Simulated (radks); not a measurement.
Charge is removed step by step from the 3s down level of Ca, starting from [Ne] 3s(up 1, down 1) 3p6 4s2. Method: scalar-relativistic Kohn-Sham, PBE, spin-polarised, spherical densities, point nucleus; computed with a radial shooting solver on a logarithmic mesh with Libxc functionals.

\begin{tabular}{lrrr}
removed (e) & E - E(0) (eV) & eigenvalue (eV) & E minus straight line (eV) \\ \hline
0 & 0.000 & -47.092 & 0.000 \\
0.25 & 12.178 & -50.369 & -1.281 \\
0.5 & 25.192 & -53.771 & -1.726 \\
0.75 & 39.070 & -57.279 & -1.307 \\
1 & 53.837 & -60.878 & 0.000 \\
\end{tabular}

Removing the whole electron costs 53.837 eV by Delta-SCF, against 47.092 eV from minus the eigenvalue at the starting occupation. Slater's transition state (half an electron removed) gives 53.771 eV. Integrating minus the eigenvalue over the occupation (Janak's theorem) gives 53.842 eV. In this scalar-relativistic scheme the density is built from large components alone, so the theorem holds only approximately. The mean slope of the eigenvalue, de/dn, is 13.8 eV per electron.
